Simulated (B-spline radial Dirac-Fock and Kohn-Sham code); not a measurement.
Z = 29 (copper), transition energy 1860 keV. Model: a Dirac-Hartree-Slater potential of the neutral atom with a Latter tail (no hole, which puts coefficients of high multipoles low close above an edge), finite nucleus with surface currents. Program: a radial B-spline solver. Subshells that would emit electrons below 1 keV are left out, and so is internal pair formation.

Q: A pure transition shows α(K) = 0.000111, L1/L2 = 131 and L1/L3 = 248. What is its multipolarity?
A. M1
B. E3
C. E2
D. M2
E. M4
F. E4
G. M3
H. E1

A: D. For comparison, α(K), L1/L2, L1/L3 are E1 3.62e-05, 314, 105; E2 6.50e-05, 167, 123; E3 0.000108, 94.6, 127; E4 0.000174, 59.4, 119; M1 6.19e-05, 206, 186; M3 0.000185, 91.2, 241; M4 0.000297, 67.5, 177.

Values without a named source are computed, but for edge energies of neutral atoms, which are taken from tables.
